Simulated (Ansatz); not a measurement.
Reaction (alkene loss): `CC(C)[NH][AlH2]` → `[NH2][AlH2]` + `C=CC`

Calculated with Ansatz (gas phase, PBE0-D4/def2-TZVP geometries, no zero-point term in ΔE). CCSD(T)/CBS is the MP2 limit (def2-TZVPP, def2-QZVPP) plus CCSD(T) − MP2 in def2-TZVPP, frozen cores. This one scheme is used for every species. DFT in def2-TZVPP. B3LYP here is the variant with VWN-RPA as its local correlation; programs differ in this. HSE06 is defined as in plane-wave codes. One conformer a species, not always the lowest.

`CC(C)[NH][AlH2]`:

```xyz
15

C    -0.149   -1.547   -0.680
C     0.315   -0.279    0.024
C     1.520    0.328   -0.682
N    -0.765    0.683    0.152
Al   -1.499    1.331    1.624
H    -0.990   -1.998   -0.150
H     0.656   -2.283   -0.746
H    -0.477   -1.318   -1.700
H     0.621   -0.551    1.043
H     1.871    1.216   -0.153
H     2.345   -0.387   -0.747
H     1.254    0.625   -1.702
H    -1.099    0.983   -0.754
H    -0.928    0.818    3.010
H    -2.676    2.379    1.462
```

`[NH2][AlH2]`:

Cartesian coordinates in Å:
```
N -0.245 0.860 0.284
Al 0.217 -0.759 -0.251
H -0.234 1.683 -0.296
H -0.558 1.092 1.213
H 0.685 -0.937 -1.753
H 0.136 -1.938 0.803
```

`C=CC`:

```xyz
9

C    -0.927   -0.974    0.334
C     0.274   -0.443    0.155
C     0.537    0.942   -0.324
H    -1.832   -0.407    0.132
H    -1.053   -1.991    0.686
H     1.151   -1.051    0.370
H     1.117    1.509    0.411
H     1.125    0.933   -1.247
H    -0.393    1.481   -0.516
```

| level | ΔE (kJ/mol) | difference from CCSD(T)/CBS |
| --- | --- | --- |
| LDA (SPW92) | 114.5 | 41.7 |
| PBE-D4 | 78.9 | 6.1 |
| revPBE-D4 | 79.2 | 6.4 |
| BLYP-D4 | 57.8 | -15.0 |
| r2SCAN-D4 | 78.2 | 5.4 |
| B97M-V | 72.9 | 0.1 |
| PBE0-D4 | 87.3 | 14.5 |
| B3LYP-D4 | 66.5 | -6.3 |
| r2SCANh-D4 | 80.9 | 8.1 |
| r2SCAN0-D4 | 85.1 | 12.3 |
| HSE06-D4 | 86.8 | 14.0 |
| BHLYP-D4 | 75.0 | 2.2 |
| CAM-B3LYP-D4 | 75.2 | 2.4 |
| ωB97X-V | 84.8 | 12.0 |
| ωB97M-V | 75.6 | 2.8 |
| B2PLYP | 61.1 | -11.7 |
| PBE-QIDH | 88.0 | 15.2 |
| PBE | 67.3 | -5.5 |
| revPBE | 46.7 | -26.1 |
| r2SCAN | 74.8 | 2.0 |
| PBE0 | 77.2 | 4.4 |
| B3LYP | 48.3 | -24.5 |
| r2SCAN0 | 81.1 | 8.3 |
| HSE06 | 77.3 | 4.5 |
| BHLYP | 61.4 | -11.4 |
| CAM-B3LYP | 64.8 | -8.0 |
| RPA@PBE/def2-TZVPP | 73.4 | 0.6 |
| MP2/def2-SVP | 99.5 | 26.7 |
| CCSD/def2-SVP | 89.8 | 17.0 |
| CCSD(T)/def2-SVP | 91.5 | 18.7 |
| HF/def2-TZVPP | 43.6 | -29.2 |
| MP2/def2-TZVPP | 82.0 | 9.2 |
| SCS-MP2/def2-TZVPP | 72.3 | -0.5 |
| CCSD/def2-TZVPP | 71.8 | -1.0 |
| CCSD(T)/def2-TZVPP | 74.1 | 1.3 |
| HF/def2-QZVPP | 42.8 | -30.0 |
| MP2/def2-QZVPP | 80.9 | 8.1 |
| SCS-MP2/def2-QZVPP | 71.1 | -1.7 |
| HF/CBS(def2) | 42.7 | -30.1 |
| MP2/CBS(def2) | 80.7 | 7.9 |
| CCSD(T)/CBS | 72.8 | 0 |

(1) What do rigid-rotor, harmonic-oscillator terms from PBE0-D4/def2-TZVP frequencies (298.15 K, 1 bar) make of the CCSD(T)/CBS value? (Best estimate.)

Largest T1 diagnostic among the species: 0.011.

Answers

(1) The calculation gave: ΔZPE = -14.7 kJ/mol, ΔH = +61.7 kJ/mol, ΔS = 164 J/(mol·K), ΔG = +12.7 kJ/mol.

From BLYP to BHLYP (50 % exact exchange), in def2-TZVPP and without D4, ΔE moves by +27.9 kJ/mol. In def2-TZVPP, CCSD(T) changes the Hartree–Fock value by +30.5 kJ/mol (the triples alone add +2.3 kJ/mol) and MP2 by +38.3 kJ/mol.
